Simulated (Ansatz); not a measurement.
**One elementary step**

Start structure (GaH$_{4}$F, closed shell), relaxed at PBE0-D4/def2-TZVP:

```csv
atom,x (Å),y (Å),z (Å)
Ga1,-0.5887,-0.5584,-0.0523
F2,-0.1034,-0.7119,1.6373
H3,0.1597,-1.5218,-1.0186
H4,-1.7620,0.4362,-0.2889
H5,1.2060,1.0978,0.2238
H6,1.0885,1.2584,-0.5012
```

The step: GaH₂F ([F][GaH2]) + H₂ → GaH₃ + HF; bonds formed: Ga1–H6, F2–H5; bonds broken: Ga1–F2, H5–H6. Computed with Ansatz 0.2.0 (basis: def2-TZVPP and def2-QZVPP); correlated methods freeze the cores. Filled d shells of the heavier atoms are correlated. The def2 sets are not built for correlating such inner shells, so the correlated values are less sure here. Extrapolation: Hartree–Fock as exp(−7.88 √X), correlation as X^−2.97. Energies below are by CCSD(T) at an estimated basis limit (MP2 extrapolated from triple and quadruple zeta, plus CCSD(T) − MP2 in triple zeta).

Q: What are the electronic barrier and the energy of the step, from the start structure to the end structure? (An estimate is asked for; the value comes from the calculation.)

A: Computed: Barrier 1.126 eV; step energy 0.642 eV (uphill); reverse barrier, their difference, 0.484 eV. Barrier and step energy count from the start structure, the reverse barrier from the end structure.

The saddle point: One imaginary mode of 1012i cm⁻¹.
```
  pair  start (Å)  saddle (Å)  end (Å)
Ga1–H6       2.51        1.77     1.58
 F2–H5       2.64        1.18     0.93
Ga1–F2       1.76        2.02     2.35
 H5–H6       0.75        1.04     2.42
```

Zero-point energy (harmonic, PBE0-D4): ZPE is 0.761 eV at the start and 0.799 eV at the saddle, so the barrier goes from 1.126 to 1.164 eV.

The T1 diagnostic stays at or below 0.014.

Labels in which every atom is bracketed show which atoms are joined, not bond orders.

For scale, one of the runs: CCSD(T)/def2-TZVPP, 135 basis functions, launched by `ansatz run in.yaml --threads 2 --pin off --events-out ev --progress --plain --max-ram 4352MiB`. The run took 14 s on 2 CPU threads of an Arm Neoverse V1 (shared host), with 0.72 GiB of host memory at its peak.
